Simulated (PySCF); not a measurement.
# Relaxation of singlet NbCl5

Computed with B3LYP/[Nb def2-SVP with ECP28, Cl def2-SVP], scalar-relativistic core potentials, density fitting, no spin–orbit coupling, PySCF. A (50,194) grid was used.

A start displaced from a saddle point along its imaginary mode, of C2v symmetry, held to at least that symmetry:

```xyz
6
charge 0 multiplicity 1, angstrom
Nb    0.0000    0.0000    0.0049
Cl    0.0000    0.0000    2.2589
Cl    2.3256    0.0000   -0.3282
Cl    0.0000    2.1841   -0.8078
Cl   -2.3256    0.0000   -0.3282
Cl    0.0000   -2.1841   -0.8078
```

Question: What forces act on the atoms at the start (eV/Å)?

Answer: 
```tsv
atom	Fx	Fy	Fz
Nb1	0.00	0.00	-0.31
Cl2	0.00	0.00	0.06
Cl3	-0.25	0.00	0.06
Cl4	0.00	-0.28	0.06
Cl5	0.25	0.00	0.06
Cl6	0.00	0.28	0.06
```

Question: What does it relax to?

Answer: It ends at D3h with Nb–Cl 2.291 Å (×3), Nb–Cl 2.338 Å (×2); Cl–Nb–Cl 90.0° (×6), Cl–Nb–Cl 120.0° (×3), Cl–Nb–Cl 180.0° (after a last refinement on a finer grid). The frequency run here used a shortcut that can spoil soft modes, so no verdict on minimum or saddle point is given.

Question: How much energy is released, and in how many steps?

Answer: 5.1 kJ/mol in 9 steps.
